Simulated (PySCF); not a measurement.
# Unknown compound

An unknown has the formula C7H9FNP. Its calculated NMR data are:

¹H NMR (300 MHz, computed): δ 8.10 (m, 1H), 6.53 (m, 1H), 6.39 (m, 1H), 3.00 (s, 6H).

¹³C{¹H} NMR (computed): δ 192.9 (C), 147.5 (CH), 141.7 (C), 107.5 (CH), 100.0 (CH), 41.3 (CH3, 2C).

- KT3/pcSseg-1 with gauge-including orbitals
- geometry from PBE0-D3(BJ)/def2-SVP
- run in PySCF
- rapidly exchanging positions averaged, in vacuum, no relativistic terms, one computed conformer

References, each an isolated molecule treated in the same way: ¹H, ¹³C vs TMS.

Q: Propose a structure and justify it.

A: 
6 carbon signals for 7 carbons: some carbons are equivalent by symmetry or fast rotation. Carbon types of the structure: 2 × C, 3 × CH, 2 × CH3, which accounts for all hydrogens. δC 192.9: aromatic carbon bearing fluorine; σ withdrawal by the attached heteroatom moves it downfield of the ring CH carbons. δC 147.5, 107.5, 100.0: aromatic CH. δC 141.7: aromatic carbon bearing nitrogen; σ withdrawal by the attached heteroatom moves it downfield of the ring CH carbons. δC 41.3: methyl carbon bonded to N; pulled downfield by the heteroatom. δH 8.10, 6.53, 6.39: hydrogen on an aromatic CH. δH 3.00: hydrogen on a methyl carbon bonded to N; its carbon carries N, hence the downfield position.

The compound is `CN(C)c1ccpc(F)c1`.

The data come from this structure; uniqueness wasn't tested.

Splittings by ¹⁹F and ³¹P in the carbon and heteronuclear signals aren't shown, as no couplings were computed. Shifts are as computed, not scaled to solution data. Of 1313 compounds with measured shifts, 239 miss one by over three times the rms of a fit or turn the order of signals round; such compounds aren't used in these exercises. Multiplicities follow the n + 1 count of equivalent neighbours, as no J values were calculated; m marks all less simple cases, F and P coupling included.
